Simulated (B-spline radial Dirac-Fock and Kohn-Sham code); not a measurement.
**Two-hole binding energies of Mg²⁺**

System: the Mg²⁺ ion, configuration [He] 2s2 2p6.

These are calculated numbers from a B-spline atomic structure program; the model is Dirac-Fock (average of configuration) total-energy differences with a finite nucleus, the Breit interaction including its frequency dependence, and self-energy and vacuum-polarisation corrections. U is the two-hole binding energy less the two single-hole energies, the effective repulsion of the holes after relaxation. Each two-hole energy is an average over J within one jj subconfiguration.

```csv
holes,E(a) (eV),E(b) (eV),E(ab) (eV),U (eV)
1s⁻²,1334.0,1334.0,?,?
1s⁻¹ 2p1/2⁻¹,1334.0,78.79,1453.0,40.2
1s⁻¹ 2p3/2⁻¹,1334.0,78.52,1452.6,40.1
2s⁻²,119.6,119.6,271.2,31.9
2s⁻¹ 2p1/2⁻¹,119.6,78.79,226.7,28.2
2s⁻¹ 2p3/2⁻¹,119.6,78.52,226.4,28.2
2p1/2⁻²,78.79,78.79,190.5,32.9
2p3/2⁻²,78.52,78.52,188.6,31.6
2p1/2⁻¹ 2p3/2⁻¹,78.79,78.52,188.3,31.0
```

Q: Give the missing two-hole energy and U.

A: E(ab) = 2827.2 eV and U = 159.2 eV.
